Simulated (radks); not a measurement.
All-electron atom: Xe XXXIII in [Ar] 3d3 4d1 (not the ground configuration).

Method: Dirac Kohn-Sham, PBE, spin-unpolarised, spherical densities, finite nucleus; open shells fill j = l - 1/2 first; Fermi nuclear charge, rms radius 4.7859 fm; computed with a radial shooting solver on a logarithmic mesh with Libxc functionals.

Energy parts (eV):
total: -182557.410
kinetic: 195144.917
electron-nucleus: -408908.726
Hartree: 34843.616
exchange-correlation: -3637.217

Orbitals (lengths in bohr, moments of r in powers of bohr; <r^-3> diverges for s and p1/2; r(max) is where P^2 peaks; r(90%) holds 90 % of the orbital's charge):
\begin{tabular}{lrrrrrr}
orbital & occ. & eigenvalue (eV) & r(90%) & r(max) & <1/r> & <r^-3> \\ \hline
1s1/2 & 2 & -35900.16 & 0.0480 & 0.01715 & 58.11 & - \\
2s1/2 & 2 & -6864.543 & 0.176 & 0.09684 & 13.68 & - \\
2p1/2 & 2 & -6553.568 & 0.157 & 0.07419 & 13.64 & - \\
2p3/2 & 4 & -6225.225 & 0.164 & 0.07902 & 12.54 & 5636 \\
3s1/2 & 2 & -2401.083 & 0.418 & 0.2682 & 5.252 & - \\
3p1/2 & 2 & -2280.344 & 0.408 & 0.2534 & 5.182 & - \\
3p3/2 & 4 & -2206.361 & 0.421 & 0.2628 & 4.906 & 1303 \\
3d3/2 & 3 & -2013.941 & 0.383 & 0.2079 & 4.782 & 218.5 \\
3d5/2 & 0 & -1997.059 & 0.387 & 0.2105 & 4.711 & 201.8 \\
4d3/2 & 1 & -1034.870 & 0.801 & 0.5431 & 2.414 & 75.77 \\
4d5/2 & 0 & -1029.022 & 0.806 & 0.5471 & 2.389 & 69.66 \\
\end{tabular}

The highest occupied level is 4d3/2 at -1034.9 eV. The configuration is held as typed, so some empty levels lie below it. The electron density at the nucleus is 2.715e+05 e/bohr^3.
